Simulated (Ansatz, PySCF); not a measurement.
VOCl₃, SMILES [O]=[V]([Cl])([Cl])[Cl], multiplicity 1. Atoms are numbered in the order given.

```xyz
5

V      0.0000     0.0000    -0.2613
O      0.0000     0.0000    -1.7887
Cl     1.7525     1.0118     0.3930
Cl    -1.7525     1.0118     0.3930
Cl     0.0000    -2.0236     0.3930
```
Charge 0, spin multiplicity 1.

Geometry optimised at PBE0-D3(BJ)/def2-SVP. The spin state was assumed, not searched.

Two levels are set side by side: PBE-D3(BJ)/def2-SVP (Ansatz, a quantum-chemistry and plane-wave program) and PBE0-D3(BJ)/def2-SVP (Ansatz). Each level has its own optimised geometry; the coordinates shown are those of the second. Frequencies come from the Hessian of PySCF at each geometry. Differences are taken from unrounded values.

```
quantity                            PBE0-D3(BJ)
----------------------------------  -----------
mean bond length (Å)                      1.977
bond V1–O2 (Å)                            1.527
bond V1–Cl3 (Å)                           2.127
bond V1–Cl4 (Å)                           2.127
bond V1–Cl5 (Å)                           2.127
highest harmonic wavenumber (cm⁻¹)         1197
mean harmonic wavenumber (cm⁻¹)             400
zero-point energy (kcal/mol)               5.14
```

### Question
What does PBE-D3(BJ) give, and how far is it from PBE0-D3(BJ)? (The exact figures need the calculation; the answer reports its results.)

### Answer

```tsv
quantity	PBE-D3(BJ)	PBE-D3(BJ) minus PBE0-D3(BJ)
mean bond length (Å)	2.000	0.023
bond V1–O2 (Å)	1.558	0.031
bond V1–Cl3 (Å)	2.147	0.020
bond V1–Cl4 (Å)	2.147	0.020
bond V1–Cl5 (Å)	2.147	0.020
highest harmonic wavenumber (cm⁻¹)	1112	-84
mean harmonic wavenumber (cm⁻¹)	379	-21
zero-point energy (kcal/mol)	4.87	-0.27
```

Exact exchange shortens and stiffens bonds; PBE has none. Differences between two approximate levels are no errors against the true value.
